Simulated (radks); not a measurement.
Valence configurations of Nb (all share [Kr]). Method: scalar-relativistic Kohn-Sham, SCAN, spin-polarised, spherical densities, finite nucleus; open shells are filled with parallel spins first (spin-orbit coupling, left out, can overturn this in heavy ions); meta-GGA in the generalised Kohn-Sham scheme; Fermi nuclear charge, rms radius 4.324 fm; computed with a radial shooting solver on a logarithmic mesh with Libxc functionals. Energies are relative to 4d4 5s1; eigenvalues in eV for spin up.

| valence | E (eV) | moment (Bohr magnetons) | e(4d) | e(5p) | e(5s) |
|---|---|---|---|---|---|
| 4d4 5s1 | 0.000 | 5 | -3.859 | - | -4.885 |
| 4d4.5 5s0.5 | 0.610 | 5 | -3.144 | - | -4.446 |
| 4d4 5s0.5 5p0.5 | 1.804 | 5 | -4.432 | -1.723 | -5.307 |
| 4d3 5s1 5p1 | 3.310 | 5 | -6.651 | -2.457 | -6.293 |
| 4d3.5 5s0.5 5p1 | 3.323 | 5 | -5.737 | -2.346 | -6.130 |
| 4d2.5 5s1.5 5p1 | 5.027 | 4 | -7.661 | -2.649 | -6.624 |
| 4d2 5s1 5p2 | 8.331 | 5 | -9.367 | -3.526 | -7.871 |

NIST lists [Kr] 4d4 5s1 as the ground configuration; this level of theory agrees among the configurations tried. The energies are those of spherical high-spin densities, not of single terms. No valid solution was reached for [Kr] 4d3.5 5s1.5; [Kr] 4d3 5s2; [Kr] 4d1.5 5s1.5 5p2.
